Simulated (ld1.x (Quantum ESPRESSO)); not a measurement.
# V (Z = 23), TM: configuration errors across variants

vanadium (V), norm-conserving Troullier–Martins (Kleinman–Bylander form), made with ld1.x (Quantum ESPRESSO) 7.5 (BP86, fully relativistic). Core [Ne] 3s2, reference 3p6 3d3 4s1.5 4p0.5. Waves: 4s (bound): rc 1.90 bohr; 3p (bound): rc 0.85 bohr; 3d (bound): rc 1.55 bohr. Local part: all-electron potential smoothed inside 1.40 bohr (lloc = -2). Core correction: none.

Open shells are filled in proportion to 2j + 1 (rel_dist='average').

Occupied shells without a wave of their own: 4p. They enter only through the test configuration that unscreens the potential.

All-electron excitation energies from the reference (eV): (1) 3p6 3d3 4s2 4p0 -1.673; (2) 3p6 3d3 4s1 4p0 6.241; (3) 3p6 3d3 4s0 4p0 20.641; (4) 3p6 3d3 4s0 4p2 5.253; (5) 3p6 3d1 4s0 4p0 95.484; (6) 3p5 3d3 4s2 4p0 49.372.

For the base: The 4p level has no wave, so the channel is fitted at the deeper level alone: the likely source of the large errors.

Tests that are not counted but printed errors over 1 eV. “base”: 3p6 3d4 4s1 4p0 (solver errors, printed error -1072 eV).

A true bound ghost makes a file unfit for plane-wave use even where its test errors are small: the radial tests pick states by their node count and pass the ghost by. Where a test does run into it, the solver fails or the error is huge.

Errors AE − PS in meV (a dash: test not solved or not reliable):

| change | (1) | (2) | (3) | (4) | (5) | (6) | bound ghosts |
| --- | --- | --- | --- | --- | --- | --- | --- |
| base | +6.6 | +8.9 | +18 | -34 | +170 | -459 | s |
| local potential all-electron potential smoothed inside 0.98 bohr (lloc = -2) | -2.1 | -3.0 | -9.5 | +3.0 | +141 | -136 | s |
| local potential all-electron potential smoothed inside 1.22 bohr (lloc = -2) | 0.0 | 0.0 | -3.2 | -5.7 | +146 | -238 | s |
| local potential all-electron potential smoothed inside 1.34 bohr (lloc = -2) | +4.0 | +6.1 | +9.0 | -22 | +160 | -351 | s |
| local potential all-electron potential smoothed inside 1.58 bohr (lloc = -2) | +19 | +42 | +50 | -78 | +210 | +1377 | s |
| local potential all-electron potential smoothed inside 1.78 bohr (lloc = -2) | +32 | +65 | +91 | -134 | +261 | +555 | none |
| local potential all-electron potential smoothed inside 1.94 bohr (lloc = -2) | +52 | +102 | +149 | -214 | +339 | +346 | none |
| local potential all-electron potential smoothed inside 2.14 bohr (lloc = -2) | +81 | +155 | +233 | -329 | +453 | +284 | none |

Q: Give the same row for: local potential all-electron potential smoothed inside 0.78 bohr (lloc = -2).

A: -4.1, -6.3, -16, +11, +133, -63; bound ghosts: s.
